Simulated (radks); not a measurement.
Spherical quantum dot in the effective-mass picture: electrons in a hard-walled sphere of radius 4.13, all in effective atomic units (hartree* = m*/eps^2 hartree, bohr* = eps/m* bohr), one dielectric constant everywhere. Calculated with a radial shooting solver with Libxc functionals: non-relativistic Kohn-Sham, LDA (Slater exchange, Perdew-Wang correlation), spin-polarised, spherical densities. Levels are named by radial order and angular momentum (1s, 1p, 1d, 2s, ...), and open shells are averaged over m. Results are scaled to m* = 0.088 and eps = 13.4, for which hartree* = 13.34 meV and bohr* = 8.058 nm.

N = 34, configuration 1s2 1p6 1d10 1f14 1g(up 2, down 0). This is the lowest configuration that the search found. Occupied and some empty levels:

| level | occupation | eigenvalue (meV) | <r> (nm) |
|---|---|---|---|
| 1s up | 1 | 139.78 | 23.75 |
| 1s down | 1 | 139.98 | 23.71 |
| 1p up | 3 | 141.53 | 24.29 |
| 1p down | 3 | 141.75 | 24.27 |
| 1d up | 5 | 144.73 | 24.82 |
| 1d down | 5 | 144.96 | 24.81 |
| 1f up | 7 | 149.23 | 25.30 |
| 1f down | 7 | 149.45 | 25.29 |
| 1g up | 2 | 154.91 | 25.72 |
| 1g down | 0 | 155.15 | 25.71 |
| 2s up | 0 | 155.36 | 14.72 |
| 2s down | 0 | 155.41 | 14.72 |
| 1h up | 0 | 161.73 | 26.09 |
| 2p up | 0 | 161.75 | 17.35 |
| 2p down | 0 | 161.83 | 17.34 |
| 1h down | 0 | 161.97 | 26.09 |
| 2d up | 0 | 169.49 | 19.00 |
| 2d down | 0 | 169.59 | 18.99 |
| 3s up | 0 | 173.59 | 15.34 |
| 3s down | 0 | 173.67 | 15.35 |

Energy (meV): total 2722.30, kinetic 609.74, external 0, Hartree 2320.5, exchange-correlation -207.97.
